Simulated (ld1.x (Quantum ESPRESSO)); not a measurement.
# What one change does to a pseudopotential (palladium (Pd), TM)

* Element: palladium
* Generator: ld1.x (Quantum ESPRESSO) 7.5
* Type: norm-conserving Troullier–Martins (Kleinman–Bylander form)
* Functional: PBE
* Relativity: scalar-relativistic
* Frozen core: [Kr]
* Valence charge: 10
* Reference configuration: 4d10 5s0 5p0
* Partial waves: 5s (bound, empty): rc 2.00 bohr; 5p (bound, empty): rc 3.80 bohr; 4d (bound): rc 2.00 bohr
* Local potential: the d channel
* Core correction: none

Change: wave 5s (bound): rc 2.00 bohr becomes 5s (bound): rc 3.04 bohr.

Cutoffs: the cutoffs (Ry, on a coarse ladder) from which the occupation-weighted sum of valence levels, in a spherical-Bessel basis at the reference potential, stays within 10 and 1 mRy of its value at 400 Ry; they do not see the model core or the augmentation charge, which bear on the density cutoff. Errors are all-electron minus pseudo energies relative to the spin-unpolarised reference configuration.

Task: What does the change do?

Result: The potential gets neither clearly harder nor softer (50 Ry and 60 Ry → 50 Ry and 60 Ry); both files keep a bound ghost (p, s); of the 6 tests that both files solve, the error grows in 0 and shrinks in 2 by more than 15 % and 0.3 meV (median size 53.2 → 41.9 meV).

| quantity | base | changed |
| --- | --- | --- |
| cutoff, loose | 50 Ry | 50 Ry |
| cutoff, tight | 60 Ry | 60 Ry |
| bound ghosts | s, p | s, p |
| tests counted (converged, no solver errors) | 6 of 7 | 6 of 7 |
| error for 4d9 5s0 5p0, meV [ΔE 9.12 eV] | -6.4 | -6.4 |
| error for 4d8 5s0 5p0, meV [ΔE 29.93 eV] | -77 | -77 |
| error for 4d7 5s0 5p0, meV [ΔE 64.29 eV] | -301 | -301 |
| error for 4d9.5 5s0 5p0, meV [ΔE 3.23 eV] | -0.2 | -0.2 |
| error for 4d9 5s1 5p0, meV [ΔE 1.50 eV] | -30 | -15 |
| error for 4d8 5s1 5p0, meV [ΔE 13.64 eV] | -128 | -69 |
| s: phases at 4.12 bohr within 0.05 rad from the reference energy up to (Ry; the scan ends near 5) | 1.1 | 1.0 |
| p: phases at 4.12 bohr within 0.05 rad from the reference energy up to (Ry; the scan ends near 5) | 1.7 | 1.7 |
| d: phases at 4.12 bohr within 0.05 rad from the reference energy up to (Ry; the scan ends near 5) | 2.9 | 2.9 |

Base: Tests not counted: 4d9 5s0 5p1 (solver errors, printed error -2.2 eV). Changed file: Tests not counted: 4d9 5s0 5p1 (solver errors, printed error -2.2 eV). A true bound ghost makes a file unfit for plane-wave use even where its test errors are small: the radial tests pick states by their node count and pass the ghost by. Where a test does run into it, the solver fails or the error is huge.
